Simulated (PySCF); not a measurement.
**Cl²⁺: ionisation energy**

Cl²⁺ [Ne] 3s2 3p3 (4S) → Cl³⁺ [Ne] 3s2 3p2 (3P), as a difference of total energies. All numbers are calculated (PySCF 2.14, no relativity, point nucleus, in aug-cc-pV(Q+d)Z with one added diffuse shell each of s, p, d, f, g type (8s7p6d4f3g, 114 functions)). Correlated levels: valence: [Ne] frozen. The calculations carry no spin-orbit coupling.

```
           method  ionisation energy (eV)
              UHF                  38.963
              LDA                  39.676
              PBE                  39.584
             PBE0                  39.666
           r2SCAN                  39.847
          r2SCANh                  39.840
            M06-L                  39.850
            B3LYP                  39.549
    MP2 (valence)                  39.665
SCS-MP2 (valence)                  39.463
```

Problem. How much does correlation contribute at MP2 (valence)?

Solution. 39.665 − (38.963) = 0.702 eV, measured against UHF.

A first-order spin-orbit estimate (lowest level to lowest level, LS coupling) adds -0.099 eV.

Errors of the correlated levels include the incompleteness of this basis and the frozen core.

For comparison: 39.8 ± 0.11 eV (semi-empirical (NIST evaluation); NIST Atomic Spectra Database, ionization energies).
